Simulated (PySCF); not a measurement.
**Field gradients at the hydrogen positions**

Ethyl methacrylate, C6H10O2.
Geometry (PBE0-D3(BJ)/def2-TZVP, Å), atoms numbered from 1 in this order:
```xyz
18
C6H10O2 angstrom
C      1.769    1.247    0.569
C      1.647    0.103   -0.098
C      2.794   -0.643   -0.695
C      0.317   -0.534   -0.298
O      0.167   -1.573   -0.890
O     -0.694    0.157    0.240
C     -1.994   -0.416    0.070
C     -2.988    0.501    0.732
H      2.740    1.707    0.714
H      0.906    1.750    0.984
H      2.859   -1.650   -0.278
H      3.733   -0.120   -0.512
H      2.658   -0.765   -1.772
H     -2.001   -1.415    0.513
H     -2.192   -0.531   -0.998
H     -2.965    1.494    0.279
H     -2.777    0.602    1.798
H     -3.995    0.096    0.618
```

Level: PBE0/pcSseg-2 (PySCF, non-relativistic); Q(2H) = 0.00286 b; rigid geometry, the same for H and D, with no vibrational averaging.

Question: Rank these positions by the coupling χzz of a deuteron there, largest first.
A. H14 (methylene hydrogen)
B. H16 (methyl hydrogen)
C. H10 (vinylic hydrogen)

Answer: C (199 kHz), B (192 kHz), A (183 kHz).

Give the electric field gradient Vzz (the principal value of largest size), its asymmetry and the 2H coupling at each hydrogen.

```tsv
atom	bonded to	bond length (Å)	Vzz (au)	η	χzz (kHz)
H9	C1	1.084	0.2961	0.04	199
H10	C1	1.082	0.2964	0.04	199
H11	C3	1.092	0.2840	0.04	191
H12	C3	1.090	0.2881	0.04	194
H13	C3	1.092	0.2840	0.04	191
H14	C7	1.093	0.2725	0.08	183
H15	C7	1.093	0.2724	0.08	183
H16	C8	1.092	0.2852	0.03	192
H17	C8	1.092	0.2853	0.03	192
H18	C8	1.092	0.2863	0.03	192
```

How does χzz go with the bond length over the 10 C–H bonds?

A straight-line fit has a slope of -11.4 kHz for each 0.01 Å, with a correlation coefficient of -0.82, over lengths from 1.082 to 1.093 Å. The longer bonds have the smaller couplings here.

One conformer (not necessarily the lowest) at the PBE0-D3(BJ)/def2-TZVP geometry, without solvent, vibrations or thermal averaging.
